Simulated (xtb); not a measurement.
CH3AlCl, SMILES [Cl][Al+][CH3], charge +1. All values are semi-empirical tight-binding results from xtb (GFN2-xTB unless named), good for trends rather than for accurate numbers. Geometry optimised at GFN2-xTB. The spin state was assumed, not searched. The isomer is the one that the SMILES or the coordinates give; other isomers of the formula were not compared.

Optimised geometry:

Bond lengths (Å): Al1–C2 1.955, Al1–Cl6 1.983, C2–H3 1.099, C2–H4 1.099, C2–H5 1.099. Bond angles (°): C2–Al1–Cl6 179.6, Al1–C2–H3 110.5, Al1–C2–H4 110.9, Al1–C2–H5 110.3, H3–C2–H4 108.4, H3–C2–H5 108.4, H4–C2–H5 108.4.
Charge +1, spin multiplicity 1.

For metal compounds this method's bond lengths and energies can be far off.

```
Quantity                                       Value
-------------------------------------  -------------
point group as xtb finds it                      C3v
orbital gap                                  3.95 eV
zero-point energy                      22.3 kcal/mol
G − E(el) at 298.15 K (modified RRHO)   6.2 kcal/mol
```

**Question.** Give the atomic charges and the Wiberg bond orders between heavy atoms. (Estimate from the structure and the level; the computed values follow.)

**Answer.** charges (e) Al1 0.44, C2 -0.20, H3 0.18, H4 0.18, H5 0.18, Cl6 0.20. Bond orders Al1–C2 1.27, Al1–Cl6 1.80.
